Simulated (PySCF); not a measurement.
In(H)(F)(vinyl) (C₂H₄FIn), SMILES [CH](=C)[InH][F].

Geometry: B3LYP-D3(BJ)/def2-SVP. The def2 effective core potentials stand for the cores of In; spin–orbit coupling is left out. Other conformers were not sampled.

Method: IEF-PCM-B3LYP/def2-SVP in PySCF.

The values are the electrostatic part of the solvation free energy, E(continuum) − E(gas) at the gas-phase geometry, in a cavity of scaled van der Waals radii (PySCF's table); cavitation and dispersion terms are not included. A continuum can't describe solvent molecules that bind to the metal. In vacuum the orbital gap is 5.90 eV. The dipole moment in vacuum is 3.39 D.

| solvent | ε | ΔG(elec) (kcal/mol) | dipole (D) | gap (eV) |
|---|---|---|---|---|
| water | 78.36 | -7.9 | 4.07 | 6.10 |
| ethylethanoate | 5.99 | -6.2 | 3.92 | 6.06 |
| toluene | 2.37 | -3.8 | 3.72 | 6.00 |
